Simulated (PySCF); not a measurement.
silicon monosulfide (SSi), SMILES [Si]=S (connectivity only; charge and spin as stated), neutral, multiplicity 1.

Geometry optimised at PBE-D3(BJ)/def2-TZVPD.

The numbers are results of PBE/def2-TZVPD (PySCF), not measurements.

Isolated molecule, no solvent.

```json
{
  "total_energy": "-687.40042 hartree",
  "point_group": "C∞v",
  "highest_occupied_level": "-6.97 eV",
  "lowest_empty_level": "-3.20 eV",
  "orbital_gap": "3.77 eV",
  "dipole_moment": "1.61 D",
  "quadrupole, principal values (traceless, Buckingham form, about the centre of nuclear charge)": "-0.35, 0.17, 0.17 D·Å",
  "mean_static_polarisability": "51.1 bohr³ (7.57 Å³)",
  "polarisability_principal_values": "42.1, 42.1, 69.0 bohr³"
}
```
